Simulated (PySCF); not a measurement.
Shifts of the heteroatoms

Mapped SMILES: `[CH3:1][C:2]#[C:3][Si@:4]([CH3:5])([SiH3:6])[C:7]#[N:8]`. Hydrogens are named by the atom that carries them.

Calculated, not measured (PySCF 2.14.0 with density-fitted response routines): shielding tensors at PBE0/pcSseg-1 (GIAO), GFN2-xTB geometry. In vacuum, fast rotation and ring inversion assumed for equivalent nuclei, relativity neglected, single conformer.

**Question.** Where does $^{29}$Si resonate?

**Answer.** 
| atoms | environment | σ (ppm) | δ (ppm) |
| --- | --- | --- | --- |
| Si4 | silicon bonded to 3 C, Si | 413.1 | -59.6 |
| Si6 | silicon bonded to Si, 3 H | 460.8 | -98.8 |

Shieldings were converted by a linear fit to measured shifts: $^{29}$Si: δ = 279.94 − 0.822σ (rms 8.9 ppm, 72 shifts, 25.8 ppm with the 6 outliers that the fit left out vs TMS, solution or neat liquid). Occasional misses reach two or three times the rms, and more in compound classes unlike the fitted ones.

On a 400 MHz spectrometer $^{29}$Si resonates near 79.5 MHz, so 1 ppm is 79.5 Hz.

**Question.** Predict the $^{15}$N NMR data.

**Answer.** 
```csv
atoms,environment,σ (ppm),δ (ppm)
N8,nitrile nitrogen,-92.4,-63.0
```

Shieldings were converted by a linear fit to measured shifts: $^{15}$N (scatter 6.3 ppm rms vs CH3NO2, solution or neat liquid). Occasional misses reach two or three times the rms, and more in compound classes unlike the fitted ones.

On a 300 MHz spectrometer $^{15}$N resonates near 30.4 MHz, so 1 ppm is 30.4 Hz.
